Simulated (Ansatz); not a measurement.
```xyz
5

Ru    0.0000    0.0000    0.0000
O     0.9815    0.9815    0.9815
O     0.9815   -0.9815   -0.9815
O    -0.9815    0.9815   -0.9815
O    -0.9815   -0.9815    0.9815
```

Basis set: def2-TZVP on O; def2-TZVPP on Ru (spherical functions, with the set's core potentials past Kr). Charge 0, multiplicity 1.

Computed with Ansatz (development build ahead of 0.2.0); each method stands on the lowest determinant of its kind that the runs found. Restricted functionals stand beside restricted open-shell atoms, which can lie above the unrestricted atoms usual in DFT and then raise those values.

Q: Give the atomization energy at this shape (free ground-state atoms in the same class of orbitals less the molecule, no zero-point energy) of singlet RuO₄ by ωB97X (unrestricted), PBE0 (restricted), PBE0 (unrestricted), UHF, RHF.

A:

| method | atomization energy |
| --- | --- |
| ωB97X (unrestricted) | 411.81 kcal/mol |
| PBE0 (restricted) | 424.81 kcal/mol |
| PBE0 (unrestricted) | 416.10 kcal/mol |
| UHF | 35.12 kcal/mol |
| RHF | -8.65 kcal/mol |

Caution: another spin multiplicity may lie lower. Caution for UHF: the unrestricted determinant is a mixture of spin states. Caution for RHF: an unrestricted determinant lies well below.

The shape needn't be a minimum at these levels.
